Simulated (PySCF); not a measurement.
In(Et)(OH)(NH2) (C2H8InNO), SMILES C[CH2][In]([NH2])[OH]. Geometry: B3LYP-D3(BJ)/def2-SVP. The def2 effective core potentials stand for the cores of In; spin–orbit coupling is left out. One conformer was computed; it need not be the lowest.

Computed equilibrium geometry at B3LYP-D3(BJ)/def2-SVP (PySCF confirms it by a frequency run) as a Z-matrix (one conformer of several):
```
In
O 1 2.0242
H 2 0.9665 1 113.30
N 1 2.0516 2 113.00 3 0.50
H 4 1.0184 1 117.68 2 -160.31
H 4 1.0187 5 108.54 1 -136.63
C 1 2.1763 2 114.58 3 174.94
H 7 1.1014 1 107.53 2 -144.41
H 7 1.1022 8 106.67 1 113.28
C 7 1.5298 8 111.86 9 121.97
H 10 1.1009 7 111.88 8 179.11
H 10 1.1016 11 106.91 7 122.77
H 10 1.1044 11 107.54 12 114.94
```
Charge 0, spin multiplicity 1.
